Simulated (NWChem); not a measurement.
System: InHClF; SMILES [F][InH][Cl]

Input file for NWChem:

```
start job
memory heap 200 mb stack 900 mb global 1100 mb
geometry units angstroms noautoz
  In    -0.269446    -0.446347     0.000000
  H     -1.834851    -1.144238     0.000000
  F      1.380679    -1.527811     0.000000
  Cl     0.275704     1.844234     0.000000
end
basis spherical
  In library def2-svp
  H library def2-svp
  F library def2-svp
  Cl library def2-svp
end
ecp
  In library def2-ecp
end
dft
  xc xwpbe 1.00 cpbe96 1.0 hfexch 1.00
  cam 0.2 cam_alpha 0.0 cam_beta 1.0
  iterations 150
  vectors input atomic output neutral.movecs
end
task dft energy
charge 1
dft
  odft
  mult 2
  vectors input atomic output cation.movecs
end
task dft energy
```

The geometry was optimised at PBE-D3(BJ)/def2-SVP. def2 effective core potentials on In; no spin-orbit coupling.

Ions are spin-unrestricted doublets at the neutral geometry; other ion states weren't tried. Functional: LC-ωPBE (HJS hole) with def2-SVP; the question gives the range parameter ω in 1/bohr.

Question: Predict the main results of this run. (LC-wPBE (HJS exchange hole, range parameter 0.2 per bohr)/def2-SVP with def2 effective core potentials on In, vertical spin-unrestricted ions.) Quantities: vertical ionisation energy, ΔSCF (eV); −ε(HOMO) (eV).

Answer: vertical ionisation energy, ΔSCF (eV): 11.27
−ε(HOMO) (eV): 10.07
